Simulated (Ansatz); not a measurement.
Species: CH5Al, charge 0, multiplicity 1. 
Geometry from a B3LYP-D3(BJ)/def2-TZVP (Ansatz, a first-principles code) optimisation:
SMILES: [CH3][AlH2]
```xyz
7

C     -1.2332    -0.0346     0.1111
Al     0.7126     0.0257    -0.0661
H     -1.6831    -0.6311    -0.6886
H     -1.5140    -0.5251     1.0496
H     -1.6987     0.9525     0.1013
H      1.5319    -1.3232    -0.2072
H      1.4994     1.4007    -0.0623
```
Charge 0, spin multiplicity 1.

PBE beside other levels, property by property. Cores are frozen in the correlated levels unless marked. UHF or UKS for open shells. Spin-orbit coupling is left out. Non-relativistic. CBS(X,Y): correlation extrapolated as X^-3; Hartree-Fock from the larger set (for Q and 5 zeta extrapolated as (X+1)exp(-9√X)). Atomisation energies are electronic, to ground-state atoms; the column to compare with has the core term from cc-pwCVTZ added, other frozen-core levels have none. Vertical energies are electronic, to the SCF solution reached for that spin. The coupled-cluster column (Ansatz) is a level with limits of its own: (a) CCSD(T)/CBS(aug-cc-pV(T+d)Z,aug-cc-pV(Q+d)Z); (b) CCSD(T)/CBS(cc-pV(Q+d)Z,cc-pV(5+d)Z).

| property | r2SCAN/def2-TZVPD (Ansatz) | CAM-B3LYP/def2-TZVPD (Ansatz) | CCSD(T)/aug-cc-pV(T+d)Z (Ansatz) | coupled cluster |
|---|---|---|---|---|
| atomisation energy (kcal/mol) | 517.5 | 518.8 | 510.4 | 518.6 (b) |
| vertical ionisation energy to the doublet (eV) | 10.23 | 10.51 | 10.60 | 10.67 (a) |

**Question.** What does PBE/def2-TZVPD (Ansatz) give for each property, and on which side of coupled cluster does it fall?

**Answer.** 
- atomisation energy: PBE lies 5.7 kcal/mol below coupled cluster; PBE gives 512.9 kcal/mol.
- vertical ionisation energy to the doublet: PBE lies 0.52 eV below coupled cluster; PBE gives 10.15 eV.
